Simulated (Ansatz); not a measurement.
CH₆N₂Si (`NC1N[SiH2]1`), relaxed with RKS PBE0-D4/def2-TZVP in Ansatz 0.2.0 from a PBE-D4/def2-SVP geometry. The force threshold is 0.005 eV/Å; the program also tests the step.

The species carries charge 0 and has multiplicity 1.

Start:

```xyz
10

N    -0.719   -0.383   -1.496
C     0.000   -0.531   -0.267
N    -0.558    0.048    1.002
Si    0.996    0.781    0.620
H    -1.033    0.587   -1.618
H    -1.576   -0.958   -1.471
H     0.408   -1.561   -0.173
H    -0.749   -0.592    1.783
H     0.975    2.242    0.291
H     2.255    0.368    1.329
```

(1) By how much does the energy fall, and how many steps does the optimiser take? (Estimate.)

(2) Which bonds change most? (Best estimate.)

(3) Give the relaxed structure. (An estimate is asked.)

## Answers

(1) Ansatz gave: 0.06 eV, in 9 steps, 1 of them rejected.

(2) Ansatz gave: N3–Si4 from 1.760 to 1.721 Å; C2–Si4 from 1.871 to 1.836 Å; C2–H7 from 1.112 to 1.091 Å; Si4–H10 from 1.502 to 1.483 Å.

(3) Ansatz gave: 
```xyz
10

N    -0.727   -0.379   -1.473
C     0.017   -0.526   -0.268
N    -0.536    0.041    1.006
Si    0.978    0.763    0.618
H    -0.990    0.585   -1.632
H    -1.582   -0.923   -1.437
H     0.404   -1.542   -0.171
H    -0.735   -0.601    1.760
H     0.947    2.201    0.271
H     2.224    0.382    1.326
```
